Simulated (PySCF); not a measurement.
H3InO2Se. Atoms are numbered in the order given.

```xyz
7

In    -0.0040    -0.6685     0.0000
O     -1.7211    -1.6989     0.0000
H     -1.5715    -2.6550     0.0000
O      1.8000    -1.5453     0.0000
H      1.7397    -2.5111     0.0000
Se    -0.0593     1.8246     0.0000
H      1.4139     1.8390     0.0000
```

Geometry: r2SCAN-D4/def2-SVP. The structure was generated by enumeration; whether it is a known compound was not checked. The def2 effective core potentials stand for the cores of In; spin–orbit coupling is left out. Other conformers were not sampled.

Level of theory: TDA-M06-2X/def2-SVPD (PySCF).

Vertical excitations. Isolated molecule, no solvent. State labels are in the subgroup Cs.

| state | symmetry | energy (eV) | λ (nm) | f | main pairs |
|---|---|---|---|---|---|
| S1 | A" | 4.38 | 283 | 0.017 | HOMO→LUMO 89 % |
| S2 | A" | 5.55 | 223 | 0.000 | HOMO−2→LUMO 88 % |
| S3 | A' | 5.59 | 222 | 0.002 | HOMO→LUMO+1 74 %, HOMO−1→LUMO 21 % |
| S4 | A" | 5.73 | 216 | 0.009 | HOMO→LUMO+3 55 %, HOMO→LUMO+2 23 %, HOMO→LUMO+5 10 % |
| S5 | A" | 6.12 | 203 | 0.076 | HOMO−4→LUMO 85 % |
| S6 | A' | 6.24 | 199 | 0.091 | HOMO−3→LUMO 68 %, HOMO−2→LUMO+1 24 % |
| S7 | A' | 6.81 | 182 | 0.567 | HOMO−1→LUMO 63 %, HOMO→LUMO+1 16 % |
| S8 | A" | 6.87 | 180 | 0.003 | HOMO−1→LUMO+1 69 % |
| S9 | A" | 6.94 | 179 | 0.016 | HOMO−3→LUMO+1 30 %, HOMO→LUMO+2 30 %, HOMO→LUMO+3 20 %, HOMO−1→LUMO+1 6 % |
| S10 | A" | 6.99 | 177 | 0.008 | HOMO−3→LUMO+1 58 %, HOMO−1→LUMO+1 15 %, HOMO→LUMO+2 13 % |
| T1 | A" | 4.09 | 303 | 0 | HOMO→LUMO 87 % |
| T2 | A' | 5.08 | 244 | 0 | HOMO→LUMO+1 54 %, HOMO−1→LUMO 36 % |
| T3 | A" | 5.17 | 240 | 0 | HOMO−2→LUMO 84 % |
| T4 | A' | 5.26 | 236 | 0 | HOMO−3→LUMO 76 % |
Triplets are in the Tamm–Dancoff approximation.
